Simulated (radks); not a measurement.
Values are calculated unless marked as measured or tabulated.
Excited configurations of the thulium ion Tm+: one electron is placed in a higher orbital outside [Xe] 4f13. The ground configuration is [Xe] 4f13 6s1. Code: a radial shooting solver on a logarithmic mesh with Libxc functionals. Model: scalar-relativistic Kohn-Sham, r2SCAN, spin-unpolarised, spherical densities, finite nucleus; meta-GGA in the generalised Kohn-Sham scheme; Fermi nuclear charge, rms radius 5.2256 fm. Excitation = E - E(ground); binding = E(ion) - E, where the ion is the core of charge +2; n* = 2/sqrt(2 binding) in atomic units, and the quantum defect is n - n*.

outer orbital,excitation (eV),binding (eV),n*,quantum defect,eigenvalue (eV)
5d,2.687,8.898,2.473,2.527,-5.359
5f,8.272,3.313,4.053,0.947,-2.336
6p,3.556,8.029,2.603,3.397,-6.099
6d,7.081,4.504,3.476,2.524,-3.322
6f,9.383,2.202,4.972,1.028,-1.668
7s,6.114,5.471,3.154,3.846,-4.337
7p,7.375,4.210,3.595,3.405,-3.323
7d,8.833,2.752,4.447,2.553,-2.129
7f,10.029,1.556,5.914,1.086,-1.215

The Delta-SCF ionisation energy is 11.585 eV (NIST Atomic Spectra Database: 12.07 eV, semi-empirical). Self-interaction in the functional shifts the binding energies and quantum defects, so they are the method's values and not measured ones. Spin polarisation and multiplet splitting are left out, so open shells lie too high by an amount that depends on their filling. Spin-orbit splitting is averaged out at the scalar-relativistic level.

Beside tabulated values, note that spin-unpolarised runs miss the spin-polarisation part of the exchange energy of open shells.
